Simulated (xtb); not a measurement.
HI, SMILES I. All values are semi-empirical tight-binding results from xtb (GFN2-xTB unless named), good for trends rather than for accurate numbers. Coordinates come from a GFN2-xTB optimisation.

Optimised geometry:

```xyz
2

I      0.0000     0.0000    -0.0291
H      0.0000     0.0000     1.5420
```

The point group as xtb finds it is C∞v and the orbital gap is 6.43 eV. The static polarisability (D4 model) is 35.6 bohr³ and the solvation energy, GFN2-xTB/ALPB(water) is -3.0 kcal/mol. The solvation energy, GFN2-xTB/ALPB(dmso) is -5.9 kcal/mol.

**Question.** Give the atomic charges. (The exact figures need the calculation; the answer reports its results.)

**Answer.** charges (e) I1 -0.19, H2 0.19.
